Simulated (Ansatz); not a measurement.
BrF₂Si, SMILES `F[Si](F)Br` radical. The species carries charge 0 and has multiplicity 2.

```xyz
4

F    -0.598   -1.432   -0.155
Si    0.316   -0.221    0.304
F     1.245    0.139   -0.930
Br   -0.962    1.514    0.781
```

Task: List the harmonic frequencies (cm⁻¹, unscaled) at PBE0-D4/def2-TZVP in Ansatz. (An estimate is asked.)

Result: The calculation gave: 183, 222, 336, 454, 872, 945.

Task: Is this a minimum?

Result: Yes, all 6 modes are real.

Task: Give the ideal-gas thermochemistry at 298.15 K and 1 bar (rigid rotor, harmonic oscillator; point group Cs, symmetry number 1).

Result: Zero-point energy 18.0 kJ/mol; H(298) − E = 32.8 kJ/mol; entropy 316.9 J/(mol·K), of which translation 171.0, rotation 112.8, vibration 27.3, electronic 5.8; G(298) − E = -61.7 kJ/mol.
